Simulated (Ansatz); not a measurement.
`[F][Ti]([F])([SH])[Cl]` + `FC1=N[SiH]1F` → `[F][Ti]([F])([F])[SH]` + `FC1=N[SiH]1Cl` at 600 K and 1 bar (redistribution).

Program: Ansatz. Geometries: PBE0-D4/def2-TZVP. ΔE: electronic, gas phase. CCSD(T)/CBS adds triple-zeta CCSD(T) − MP2 to the extrapolated MP2 energy (def2 sets, frozen cores). For Ti outer-core shells are correlated without core-valence functions, which leaves a few kJ/mol of doubt a bond. Scalar relativity is left out up to krypton. One conformer a species, not always the lowest.

| species | CCSD(T)/CBS energy (Eh) | H − E (kJ/mol) | S (J/(mol·K)) |
| --- | --- | --- | --- |
| `[F][Ti]([F])([SH])[Cl]` | -1906.90100 | 95.8 | 444.4 |
| `FC1=N[SiH]1F` | -582.02075 | 106.0 | 365.2 |
| `[F][Ti]([F])([F])[SH]` | -1546.91893 | 96.7 | 434.6 |
| `FC1=N[SiH]1Cl` | -941.99197 | 104.4 | 379.7 |

H − E and S are ideal-gas, rigid-rotor, harmonic terms from PBE0-D4/def2-TZVP, for one conformer and one mirror image of each species. 1 Eh = 2625.50 kJ/mol, R = 8.31446 J/(mol·K).

Q: By hand: ΔE, ΔH, ΔS and ΔG.

A: ΔE = (-1546.91893) + (-941.99197) − (-1906.90100) − (-582.02075) = 0.01085 Eh = 28.5 kJ/mol. Δ(H − E) = 96.7 + 104.4 − 95.8 − 106.0 = -0.7, so ΔH = 27.8 kJ/mol. ΔS = 434.6 + 379.7 − 444.4 − 365.2 = 4.7 J/(mol·K). ΔG = 27.8 − 600 × (4.7)/1000 = 25.0 kJ/mol.

Q: By hand: the equilibrium constant, and the temperature at which ΔG would vanish if ΔH and ΔS stayed fixed.

A: log₁₀ K = −ΔG/(RT ln 10) = -2.2. ΔG = 0 at ΔH/ΔS = 5915 K, far beyond where these terms or the molecules hold.

The number of gas molecules stays the same, so ΔS is small and ΔH decides. A doubt of 5 kJ/mol in ΔE shifts log₁₀ K by 0.4 here. Other conformers and mirror images would add mixing entropy, several J/(mol·K) or more a flexible species. These are equilibria of isolated gas molecules and say nothing of rates. Largest T1 diagnostic: 0.025 (customary marks: 0.02 for closed shells, 0.045 for open ones).
